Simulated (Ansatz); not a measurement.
Stepwise reaction of `[GeH3][GeH2][GeH2][GeH2][GeH2][GeH3]` with hydrogen, as a gas-phase model of exchange steps in deposition or etching. ΔE in kJ/mol.

Isolated molecules relaxed with PBE0-D4/def2-TZVP in Ansatz; ΔE leaves out vibrations. CCSD(T)/CBS is the MP2 limit (def2-TZVPP, def2-QZVPP) plus CCSD(T) − MP2 in def2-TZVPP, frozen cores. This one scheme is used for every species. Functionals use def2-TZVPP. B3LYP here is the variant with VWN-RPA as its local correlation; programs differ in this. For Ge outer-core shells are correlated without core-valence functions, which leaves a few kJ/mol of doubt a bond. Scalar relativity is left out up to krypton. Each species was taken in one conformer, which may not be the lowest.

```json
{"step": "1", "reaction": "`[GeH3][GeH2][GeH2][GeH2][GeH2][GeH3]` + H₂ → `[GeH3][GeH2][GeH2][GeH2][GeH3]` + GeH₄", "PBE-D4": "26.9", "B3LYP-D4": "21.4", "ωB97M-V": "17.7", "CCSD(T)/CBS": "23.2"}
{"step": "2", "reaction": "`[GeH3][GeH2][GeH2][GeH2][GeH3]` + H₂ → `[GeH3][GeH2][GeH2][GeH3]` + GeH₄", "PBE-D4": "26.0", "B3LYP-D4": "20.3", "ωB97M-V": "17.1", "CCSD(T)/CBS": "22.8"}
```

**Question.** By hand: ΔE of the 2 steps together at CCSD(T)/CBS.

**Answer.** (23.2) + (22.8) = 46.0 kJ/mol, or 23.0 kJ/mol a step.

In ΔE the steps differ by no more than 0.4 kJ/mol. All are uphill at CCSD(T)/CBS. PBE-D4 differs from CCSD(T)/CBS by 3.2 to 3.7 kJ/mol a step. Isolated molecules leave out the surface, adducts and barriers. Largest T1 diagnostic: 0.012.
